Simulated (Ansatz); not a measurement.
C3H7AlS, relaxed with RKS PBE-D4/def2-SVP in Ansatz 0.2.0 from a rough embedded geometry. The force threshold is 0.03 eV/Å; the program also tests the step.

The species carries charge 0 and has multiplicity 1. The bonds changed during the relaxation, so this is another structure than the one it started from.

Start:

```xyz
12

C     1.387    0.586    1.199
Al    0.455    0.997   -0.443
C    -0.958   -0.233   -1.102
C    -1.192   -1.424   -0.280
S    -2.143   -1.478    0.782
H     2.463    0.480    1.084
H     1.201    1.417    1.967
H     0.951   -0.363    1.676
H     0.819    2.361   -1.260
H    -1.929    0.371   -1.229
H    -0.669   -0.545   -2.137
H    -0.383   -2.169   -0.257
```

By how much does the energy fall, and how many steps does the optimiser take? (An estimate is asked.)

Computed: 2.49 eV, in 25 steps, 1 of them rejected.

Which bonds change most? (Best estimate.)

The calculation gave: Al2–S5 from 3.792 to 2.294 Å; Al2–C4 from 2.933 to 2.373 Å; C4–S5 from 1.426 to 1.765 Å; C3–C4 from 1.466 to 1.374 Å.

Give the relaxed structure. (Estimate.)

Computed: 
```xyz
12

C     1.431    0.459    1.221
Al   -0.226    0.948    0.289
C    -0.741   -0.585   -1.550
C    -1.186   -1.122   -0.366
S    -2.114   -0.231    0.842
H     2.326    0.667    0.598
H     1.537    1.063    2.147
H     1.455   -0.609    1.517
H    -0.435    2.342   -0.466
H    -1.166    0.348   -1.961
H    -0.045   -1.148   -2.192
H    -0.835   -2.132   -0.079
```
